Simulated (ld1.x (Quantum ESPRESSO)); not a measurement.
**How hard is this H ultrasoft potential?**

- Element: H (Z = 1)
- Generator: ld1.x (Quantum ESPRESSO) 7.5
- Type: ultrasoft
- Functional: PBE
- Relativity: scalar-relativistic
- Frozen core: none
- Valence charge: 1
- Reference configuration: 1s1
- Partial waves: 1s (bound): rcut 0.75, rcutus 1.00 bohr; 1s channel at 0.05 Ry: rcut 0.75, rcutus 1.00 bohr; 2p channel at 0.2 Ry: rcut 0.60, rcutus 0.80 bohr; 2p channel at 2.3 Ry: rcut 0.60, rcutus 0.80 bohr
- Local potential: all-electron potential smoothed inside 0.85 bohr (lloc = -2)
- Core correction: none
- Augmentation charge: PSQ, radius 0.55 bohr

The pseudo-atom Hamiltonian at the reference potential is diagonalised in spherical Bessel functions j_l(qr) that vanish at 20 bohr, with q² up to the cutoff. All-electron valence levels (Ry): 1s -0.4772.

Problem. How do the lowest levels (Ry) of each channel move with the cutoff, and are there ghosts?

Solution.

| cutoff (Ry) | s #1 | s #2 | p #1 | d #1 | f #1 | f #2 | Σ f·Δε (mRy) |
| --- | --- | --- | --- | --- | --- | --- | --- |
| 8 | -0.4290 | 0.0124 | 0.0294 | 0.0773 | 0.1194 | 0.2591 | 48.2 |
| 10 | -0.4427 | 0.0117 | 0.0294 | 0.0773 | 0.1194 | 0.2591 | 34.5 |
| 15 | -0.4605 | 0.0107 | 0.0294 | 0.0773 | 0.1194 | 0.2591 | 16.7 |
| 18 | -0.4681 | 0.0104 | 0.0294 | 0.0773 | 0.1194 | 0.2591 | 9.1 |
| 25 | -0.4735 | 0.0101 | 0.0294 | 0.0773 | 0.1194 | 0.2591 | 3.7 |
| 30 | -0.4755 | 0.0100 | 0.0294 | 0.0773 | 0.1194 | 0.2591 | 1.7 |
| 40 | -0.4769 | 0.0099 | 0.0294 | 0.0773 | 0.1194 | 0.2591 | 0.3 |
| 45 | -0.4771 | 0.0099 | 0.0294 | 0.0773 | 0.1194 | 0.2591 | 0.1 |
| 400 | -0.4772 | 0.0099 | 0.0294 | 0.0773 | 0.1194 | 0.2591 | 0.0 |

Result: no extra level below or beside the all-electron valence levels (s, p, d, f tested); 10 mRy is reached at 18 Ry and 1 mRy at 35 Ry.
